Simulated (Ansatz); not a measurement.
C2H8GeTe, singlet, at a GFN2-xTB geometry (all electrons, no relativity), with bond 12-9 at 2.4 times its length; SC-NEVPT2/STO-3G, CASSCF(4,5) (Ansatz, a program for electronic structure).

Here is a job for Ansatz.
Ansatz 0.2 input:
```yaml
crystal:
  periodic: [false, false, false]
  atoms:
    - {symbol: Te, position_ang: [0.44787414, 0.22185513, 0.85827058]}
    - {symbol: C, position_ang: [1.76913277, -0.78723069, -0.54641454]}
    - {symbol: C, position_ang: [1.93753626, -0.03107148, -1.84438392]}
    - {symbol: H, position_ang: [1.36490895, -1.77913233, -0.73267013]}
    - {symbol: H, position_ang: [2.72285258, -0.89829405, -0.03938541]}
    - {symbol: H, position_ang: [2.33997614, 0.96421798, -1.66661399]}
    - {symbol: H, position_ang: [0.97980325, 0.07048842, -2.35640527]}
    - {symbol: H, position_ang: [2.62163051, -0.56458142, -2.50437800]}
    - {symbol: Ge, position_ang: [-1.54680685, -0.11799750, -0.62679355]}
    - {symbol: H, position_ang: [-1.43381033, -1.38415489, -1.42786969]}
    - {symbol: H, position_ang: [-2.82642586, -0.22102528, 0.14531922]}
    - {symbol: H, position_ang: [-2.15587602, 2.47339230, -3.07260775]}
basis:
  gaussian:
    orbitals: STO-3G
magnetization: {spin_polarized: false}
correlation: {method: sc_nevpt2, electrons: all, active_space: {window: {electrons: 4, orbitals: 5}}}
```

It wrote (shortened):

```
Functional definition: HF
719 factors; integrals over basis functions are off by at most 3.4e-5 eV
mean field evaluation 1: about -236136.3324 eV, gradient 1.9e1 eV
mean field evaluation 2: about -236136.4166 eV, gradient 1.9e1 eV
mean field evaluation 4: about -236140.3810 eV, gradient 1.1e1 eV
mean field evaluation 8: about -236142.2676 eV, gradient 8.7e-1 eV
mean field evaluation 16: about -236140.7305 eV, gradient 1.4e0 eV
mean field -236142.27199385 eV, -8678.0684327933 hartree, gradient 1.9e-6 eV, S^2 0.000000; 1 other end points of the search recorded, 0 dependent functions left out; unrestricted orbitals would lower it
reference -236142.27199385 eV, -8678.0684327933 hartree; 52, 52 occupied and 11, 11 virtual orbitals, 719 factors
state -236147.73763962 eV, -8678.2692915705 hartree
state -236147.73763962 eV, -8678.2692915705 hartree; corrected -236151.48728143 eV, -8678.4070883655 hartree
state -236147.45668304 eV, -8678.2589666067 hartree
state -236147.45668304 eV, -8678.2589666067 hartree; corrected -236151.41101832 eV, -8678.4042857479 hartree
state -236147.73763962 eV, -8678.2692915705 hartree; corrected -236151.48728143 eV, -8678.4070883655 hartree
Total energy: -236151.48728143 eV, -8678.4070883655 hartree
```
